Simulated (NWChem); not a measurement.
System: GeHF, singlet; SMILES [F][GeH]

Results from NWChem. Low-valent species are run as closed-shell singlets; no triplet was tried in these runs. Geometry: optimised at PBE0/def2-SVP. Ions are spin-unrestricted doublets at the neutral geometry; other ion states weren't tried.

For level PBE/def2-SVP:

| Quantity | Result |
|---|---|
| vertical ionisation energy, ΔSCF (eV) | 9.59 |
| −ε(HOMO) (eV) | 5.92 |

**Question.** What are these values for level CAM-B3LYP/def2-SVP?

**Answer.** 
- vertical ionisation energy, ΔSCF (eV) = 9.86
- −ε(HOMO) (eV) = 8.42
